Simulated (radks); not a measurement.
Values are calculated unless marked as measured or tabulated.
Task: Coherent X-ray form factor from a spherical all-electron density. Code: a radial shooting solver on a logarithmic mesh with Libxc functionals. Model: Dirac Kohn-Sham, PBE, spin-unpolarised, spherical densities, point nucleus.

sin(theta)/lambda (1/angstrom)  f0 (electrons)
0.05                                    22.955
0.1                                     22.820
0.15                                    22.597
0.2                                     22.291
0.25                                    21.907
0.3                                     21.451
0.4                                     20.353
0.5                                     19.065
0.6                                     17.660
0.8                                     14.770
1                                       12.134
1.25                                     9.548
1.5                                      7.790
2                                        5.930

The species is in the configuration that NIST lists as its ground one. Which atom or ion scatters so?

Result: The molybdenum ion Mo19+, [Ar] 3d5. Extrapolating in s^2 from the first two rows gives f0(0) = 23.0, near the electron count 23; among species with that count, the fall with angle is slower the higher Z, and the table is that of Z = 42; from so few rows the species is fixed only to a neighbour or two.
